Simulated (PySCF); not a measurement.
PySCF input for H₉N₃Si₃, SMILES N1[SiH2]N[SiH2]N[SiH2]1, SMD-M06-2X/def2-SVP. The structure is a stationary point at PBE-D3(BJ)/def2-SVP.

```python
import numpy as np
from pyscf import gto, scf, dft
from pyscf.solvent import smd

mol = gto.M(
    atom='''
    Si   -0.10383366   -0.88900360    1.58963516
    N     0.45032537   -1.39882951    0.00000001
    Si   -0.10383366   -0.88900362   -1.58963515
    N    -0.28576423    0.84520106   -1.45413199
    Si    0.28393525    1.65966817   -0.00000001
    N    -0.28576423    0.84520108    1.45413198
    H     0.95311958   -1.36810664    2.55293617
    H    -1.42287687   -1.47167556    2.03809129
    H     1.21399124   -2.08148801    0.00000001
    H     0.95311958   -1.36810667   -2.55293616
    H    -1.42287687   -1.47167558   -2.03809128
    H    -1.00291317    1.31318997   -2.01462819
    H    -0.27232607    3.05668842   -0.00000002
    H     1.78434622    1.69372255   -0.00000001
    H    -1.00291317    1.31318999    2.01462817
    ''',
    basis='def2-SVP',
    charge=0,
    spin=0,
    max_memory=1600,
    verbose=3,
)
mf = dft.RKS(mol, xc='m06-2x').density_fit(auxbasis='def2-universal-jkfit')
mf.grids.level = 4
mf.conv_tol = 1e-9
mf.max_cycle = 100
mf.kernel()
res = {}
for name in ['water', '2-propanol', '1-octanol']:
    s = mf.SMD()
    s.with_solvent.solvent, s.with_solvent.sasa_ng = name, 194
    s.kernel(mf.make_rdm1())
    res[name] = (s.e_tot, s.with_solvent.get_cds(), s.dip_moment(), s.mo_energy, s.converged)
    print(f'SMD {name}: dG(solv) = {(s.e_tot - mf.e_tot) * 627.509474:.3f} kcal/mol, of which CDS {res[name][1] * 627.509474:.3f}')
```

Program output:

```
converged SCF energy = -1037.78335158322
converged SCF energy = -1037.78313797051
Dipole moment(X, Y, Z, Debye): -1.20873,  0.19135, -0.00000
SMD water: dG(solv) = 0.134 kcal/mol, of which CDS 5.141
converged SCF energy = -1037.79002680742
Dipole moment(X, Y, Z, Debye): -1.17808,  0.18646, -0.00000
SMD 2-propanol: dG(solv) = -4.189 kcal/mol, of which CDS 0.466
converged SCF energy = -1037.78850838259
Dipole moment(X, Y, Z, Debye): -1.14376,  0.18094, -0.00000
SMD 1-octanol: dG(solv) = -3.236 kcal/mol, of which CDS 1.007
```

The run converged.

Cost: around 5 core-minutes (rough).
